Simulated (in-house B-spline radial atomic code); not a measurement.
Radial electron density of Al⁸⁺, [He] 2s2 2p1. Level of theory: Dirac-Kohn-Sham LDA PW92, spherical fractional occupations, Fermi nucleus of rms radius 3.061 fm; calculated with an all-electron radial atomic-structure program (B-spline basis).

Columns: r (bohr), 4πr²n(r) (electrons per bohr), bar.

```
 0.00443   0.3233 #
 0.00516   0.4299 #
   0.006   0.5679 ##
 0.00698   0.7482 ##
 0.00812   0.9816 ###
 0.00944     1.28 ####
   0.011    1.667 #####
  0.0128    2.151 #######
  0.0149    2.756 ########
  0.0173    3.486 ###########
  0.0201     4.37 #############
  0.0234    5.429 ################
  0.0272    6.637 ####################
  0.0317     8.01 ########################
  0.0368    9.444 #############################
  0.0429    10.94 #################################
  0.0498    12.31 #####################################
   0.058    13.49 #########################################
  0.0675    14.27 ###########################################
  0.0785    14.52 ############################################
  0.0913    14.11 ###########################################
   0.106    13.05 ########################################
   0.124    11.33 ##################################
   0.144    9.352 ############################
   0.167    7.404 ######################
   0.194    5.807 ##################
   0.226    4.857 ###############
   0.263    4.682 ##############
   0.306    5.103 ###############
   0.356    5.734 #################
   0.414    6.114 ###################
   0.482    5.898 ##################
    0.56    5.025 ###############
   0.652    3.694 ###########
   0.758    2.314 #######
   0.882    1.201 ####
    1.03   0.4929 #
    1.19   0.1713 #
    1.39  0.04148 
    1.62 0.007385 
    1.88 0.0009628
```

On this grid the curve has 2 maxima, near 0.0785, 0.414 bohr.

The 2p3/2 radial function P(r) = rR(r), positive near the nucleus, with its small component Q(r) (sign convention: Q ≈ (P' + κP/r)/2c):

```
r (bohr)         P           Q
 0.00443  0.001701  -4.023e-05
   0.006  0.003087   -7.29e-05
 0.00812  0.005573  -0.0001314
   0.011   0.01003  -0.0002359
  0.0149   0.01794  -0.0004205
  0.0201   0.03155  -0.0007362
  0.0272   0.05519   -0.001279
  0.0368   0.09502   -0.002184
  0.0498    0.1603   -0.003642
  0.0675    0.2638   -0.005907
  0.0913    0.4175   -0.009184
   0.124    0.6333    -0.01365
   0.167    0.8932    -0.01882
   0.226     1.168    -0.02399
   0.306     1.374    -0.02747
   0.414     1.401    -0.02735
    0.56     1.185    -0.02261
   0.758    0.7794    -0.01458
    1.03    0.3613   -0.006648
    1.39    0.1085    -0.00197
    1.88   0.01762   -0.000316
```
